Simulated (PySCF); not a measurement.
# What a mistake does to a calculation on B2CGeH7 cation

Calculated results; nothing here was measured. They come from PySCF 2.14.0, an open-source quantum chemistry program, on an isolated molecule that a program drew, which may never have been made. The molecule is B2CGeH7 cation (charge +1, singlet), drawn as the SMILES string `[BH+][BH][GeH2][CH3]`.

Each row is a Hartree-Fock (HF) and frozen-core CCSD(T) single point in the cc-pVDZ basis, meant for a local HF minimum. Run 1 is clean. Each other run has one planted mistake out of seven kinds, and not every kind appears here: one electron removed, one electron added, multiplicity raised by two, geometry at a saddle point, minimal basis STO-3G, one bond length entered in bohr, all coordinates scaled. The reference is restricted for singlets and unrestricted otherwise, and also for a bond in bohr. Adding or removing an electron swaps singlet and doublet. Electrons count all cores. HOMO and LUMO are orbital energies over both spins, the gradient is its largest component, and the lowest frequency (negative if imaginary) is given only where the gradient is small. Bond lengths are over the 10 bonds as drawn. T1 is the CCSD diagnostic: over 0.02 (restricted) or 0.045 (unrestricted) a single reference is doubtful. Germanium has the cc-pVDZ-PP basis, with a core potential (ECP10MDF) in place of its 10 inner electrons, and its 3s, 3p and 3d shells are frozen in CCSD(T).

Geometry of the clean run:
```xyz
11
B2CGeH7 cation, angstrom
B    -2.2717    0.0454    1.5360
B    -1.5495    0.7781    0.2091
Ge    0.5750    0.5058    0.0315
C     1.3386    2.0107   -0.9443
H    -2.6442   -0.5094    2.5074
H    -2.1869    1.3675   -0.6044
H     1.1455    0.3157    1.4372
H     0.6121   -0.8278   -0.7228
H     2.4043    1.8257   -1.0852
H     0.8618    2.1085   -1.9194
H     1.2132    2.9358   -0.3821
```

| run | electrons | basis functions | <S^2> | HOMO (eV) | LUMO (eV) | gradient (hartree/bohr) | lowest frequency (cm^-1) | mean bond (Å) | longest bond (Å) | T1 | HF (hartree) | CCSD(T) (hartree) | mistake |
|---|---|---|---|---|---|---|---|---|---|---|---|---|---|
| 1 | 54 | 100 | 0.000 | -15.56 | -6.23 | 2.1e-05 | 36 | 1.4478 | 2.149 | 0.0183 | -384.33142 | -384.77977 | no fault |
| 2 | 55 | 100 | 0.758 | -8.33 | 1.32 | 3.7e-02 | - | 1.4478 | 2.149 | 0.0191 | -384.59778 | -385.06520 | one electron added |
| 3 | 54 | 100 | 1.015 | -12.11 | -6.05 | 4.8e-02 | - | 1.6390 | 4.061 | 0.0241 | -384.24629 | -384.68073 | one bond length entered in bohr |
| 4 | 54 | 100 | 0.000 | -16.00 | -6.43 | 5.4e-02 | - | 1.3624 | 2.022 | 0.0179 | -384.29657 | -384.73872 | all coordinates scaled |
| 5 | 53 | 100 | 0.775 | -21.05 | -12.89 | 9.8e-02 | - | 1.4478 | 2.149 | 0.0643 | -383.80803 | -384.22315 | ? |

**Which mistake was planted in run 5, and what did it cost?**

It counts 53 electrons, one fewer than the clean run, at the same geometry and basis. So the mistake is: one electron removed. Subtracting run 1 and multiplying by 627.51 kcal/mol a hartree, the energy moved by 328.4 kcal/mol in HF and 349.3 kcal/mol in CCSD(T).

Cautions from the logs. Run 5: T1 is over the limit, so its CCSD(T) energy is less reliable.
